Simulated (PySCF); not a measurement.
# A small calculation by hand: chemical shift, span and skew from a shielding tensor

C₂H₄F₂OSi, SMILES O1C(F)([SiH2]C1)F. Atoms are numbered in the order given.

```xyz
10

F      0.2049    -1.4327    -1.0824
C      0.0347    -0.6353     0.0000
F      0.2049    -1.4327     1.0824
O     -1.2420    -0.0925     0.0000
C     -1.0386     1.3497     0.0000
Si     0.8610     1.1161     0.0000
H     -1.4937     1.8001    -0.8963
H     -1.4937     1.8001     0.8963
H      1.6018     1.5084    -1.2278
H      1.6018     1.5084     1.2278
```
Charge 0, spin multiplicity 1.

Geometry optimised at B3LYP-D3(BJ)/def2-SVP. The structure was generated by enumeration, and PubChem lists no compound with its InChIKey, so it may never have been made.

GIAO shieldings from B3LYP/pcSseg-1 (PySCF), non-relativistic, no solvent. The symmetric part of the tensor of C5 has the principal values 89.2, 98.6, 184.2 ppm. The same nucleus in TMS has σ = 181.3 ppm at this level (PySCF, at its B3LYP-D3(BJ)/def2-TZVP geometry).

**Question.** Work out the isotropic shielding, the ¹³C shift against TMS, the span and the skew.

**Answer.** 
σ(iso) = (σ11 + σ22 + σ33)/3 = 124.0 ppm. δ = σ(ref) − σ(iso) = 181.3 − (124.0) = 57.3 ppm.
Span Ω = σ33 − σ11 = 95.0 ppm. Skew κ = 3(σ(iso) − σ22)/Ω = 0.80. Tumbling in solution averages the tensor to δ; in a static solid the shielding alone would spread this spin-1/2 line over Ω.
